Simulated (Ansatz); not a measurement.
The same ligand exchange along the group F, Cl, Br.

Calculated with Ansatz (gas phase, PBE0-D4/def2-TZVP geometries, no zero-point term in ΔE). CCSD(T)/CBS adds triple-zeta CCSD(T) − MP2 to the extrapolated MP2 energy (def2 sets, frozen cores). This one scheme is used for every species. Functionals use def2-TZVPP. For Br outer-core shells are correlated without core-valence functions, which leaves a few kJ/mol of doubt a bond. Scalar relativity is left out up to krypton. One conformer a species, not always the lowest.

```json
{"reaction": "`CO[SiH](F)OC` + `O[SiH3]` → `CO[SiH](F)O[SiH3]` + CH₃OH", "HF/CBS(def2) (kJ/mol)": "-25", "r2SCAN-D4 (kJ/mol)": "-17", "CCSD(T)/CBS(def2) (kJ/mol)": "-19"}
{"reaction": "`CO[SiH](Cl)OC` + `O[SiH3]` → `CO[SiH](Cl)O[SiH3]` + CH₃OH", "HF/CBS(def2) (kJ/mol)": "-27", "r2SCAN-D4 (kJ/mol)": "-19", "CCSD(T)/CBS(def2) (kJ/mol)": "-22"}
{"reaction": "`CO[SiH](Br)OC` + `O[SiH3]` → `CO[SiH](Br)O[SiH3]` + CH₃OH", "HF/CBS(def2) (kJ/mol)": "-26", "r2SCAN-D4 (kJ/mol)": "-18", "CCSD(T)/CBS(def2) (kJ/mol)": "-21"}
```

Largest T1 diagnostic: 0.011, for `CO[SiH](F)O[SiH3]`.
